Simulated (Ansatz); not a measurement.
Geometry optimisation, Ansatz 0.2.0, RKS BHLYP-D4/def2-SVP.

Input:

```yaml
crystal:
  periodic: [false, false, false]
  atoms:
    - { symbol: Hf, position_ang: [0.0, 0.0, 0.0] }
    - { symbol: O, position_ang: [0.0, 0.0, 2.42] }
    - { symbol: Si, position_ang: [-1.3147, -0.4067, 3.3836] }
    - { symbol: H, position_ang: [-2.239, -1.2403, 2.6204] }
    - { symbol: H, position_ang: [-0.8506, -1.1432, 4.5557] }
    - { symbol: H, position_ang: [-1.9987, 0.8095, 3.8133] }
    - { symbol: F, position_ang: [1.8671, 0.0, -0.6593] }
    - { symbol: F, position_ang: [-0.9326, 1.6157, -0.6593] }
    - { symbol: F, position_ang: [-0.9326, -1.6157, -0.6593] }
    - { symbol: Cl, position_ang: [1.4718, -2.235, 0.8892] }
    - { symbol: H, position_ang: [0.7582, -1.1514, 2.1491] }
basis:
  gaussian: { orbitals: def2-SVP }
hamiltonian:
  xc: { name: BHLYP }
  dispersion: d4
relax:
  f_tol: 0.15
  max_steps: 25
  restrain:
    - { distance: [0, 9], at: 2.52, k: 30.0 }
    - { distance: [10, 1], at: 1.01, k: 30.0 }
    - { distance: [0, 1], at: 3.27, k: 30.0 }
    - { distance: [10, 9], at: 2.57, k: 30.0 }
```

Launched with:

```bash
$ ansatz run input.yaml --threads 4 --pin off --max-ram 5120MiB --backend cpu --events-out ev --progress --plain --runs-dir out
```

Task: Where does it end, and by what steps?

Result: The run converged. The restraints hold the end off the free minimum; the threshold counts their pulls, which the force column leaves out. Restrained pairs: Hf1–Cl10 (2.82 → 2.48 Å), O2–H11 (1.40 → 0.98 Å), Hf1–O2 (2.42 → 3.25 Å), Cl10–H11 (1.81 → 2.57 Å). After 17 steps the energy has fallen by 2.577 eV (the restraints' own energy left out); F7 moved furthest, 1.72 Å.

| step | energy less start (eV) | largest force component (eV/Å) | accepted |
| --- | --- | --- | --- |
| 0 | 0.0000 | 3.357 | yes |
| 1 | -0.0322 | 4.089 | yes |
| 2 | -0.2632 | 3.246 | yes |
| 3 | -0.7794 | 2.151 | yes |
| 4 | -1.3362 | 1.749 | yes |
| 5 | -1.8073 | 1.043 | yes |
| 6 | -2.1164 | 1.120 | yes |
| 7 | -2.3040 | 0.927 | yes |
| 8 | -2.3812 | 0.917 | yes |
| 9 | -2.3962 | 0.855 | yes |
| 10 | -2.4063 | 0.941 | yes |
| 11 | -2.4603 | 0.961 | yes |
| 12 | -2.4957 | 0.879 | yes |
| 13 | -2.5230 | 0.910 | yes |
| 14 | -2.5656 | 0.905 | no |
| 15 | -2.5592 | 1.182 | yes |
| 16 | -2.5699 | 1.231 | yes |
| 17 | -2.5773 | 1.208 | yes |

```xyz
11
Properties=species:S:1:pos:R:3
Hf 0.556 -0.256 -0.534
O -0.280 -0.501 2.597
Si -1.612 -0.550 3.599
H -2.655 -1.438 3.038
H -1.212 -1.055 4.933
H -2.133 0.826 3.699
F 1.298 -0.213 -2.274
F 0.291 1.570 -0.086
F -1.098 -1.166 -0.723
Cl 2.190 -1.492 0.861
H 0.483 -1.092 2.744
```

The run took 54 s on 4 threads of Arm Neoverse V2, with other jobs on the host, peak memory 0.45 GiB.
